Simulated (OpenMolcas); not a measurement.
Tc4+ (d3) in a complex was computed by CASSCF with the d shell active (OpenMolcas, ANO-RCC-VTZP on the metal). Its lowest spin-free states, and all those of the highest spin:

```tsv
2S+1	Degeneracy	E (cm-1)
4	3	0.0
2	2	2258
2	3	10380
4	3	10702
2	3	11936
2	3	14518
4	3	18220
2	1	18610
2	3	20383
2	2	21889
2	3	22538
4	1	22550
```

Q: Is the site octahedral, tetrahedral or cube-like, axial, or of lower symmetry?

A: The states with 2S+1 = 4 have orbital degeneracies 3, 3, 3, 1. Threefold states need a cubic site. For d3 at this spin an octahedron puts the single A2 below the threefold T2 and a tetrahedron or cube puts the threefold T1 below the threefold T2, so the site is a tetrahedron or a cube, which this pattern cannot tell apart. The run had Tc4+ with 4 ligands (chloride) in tetrahedral coordination (Td) at 2.27 Å. Ligand basis ANO-RCC-VDZP.

An orbital triplet at a regular site is open to Jahn-Teller coupling, which can distort the site and quench the lowest spin-orbit gaps and is left out. Without dynamic correlation the repulsion within the d shell is too large (B by tens of per cent), so at a given field states of lower spin stand too high. This shell can be high or low spin here, a state of another spin lies low, and with metal d orbitals alone active their balance is uncertain, so the ground spin may be wrong. The least metal-like active orbital is 69 % on the metal (Löwdin) and no ligand orbital is active, so the numbers are rough, and ground spin, moment and any spin crossover can be artefacts of this space; highly charged d ions in such sites are as a rule low spin. With metal d orbitals alone the field can be off either way by tens of per cent. Ligand-to-metal charge-transfer states are missing. With no ligand orbital active B as a rule stays too high, so bands that hang on it stand too high and its fall with covalency is understated. No measured value stands beside these numbers; the geometry was imposed, not optimised, and the real ion may take another.
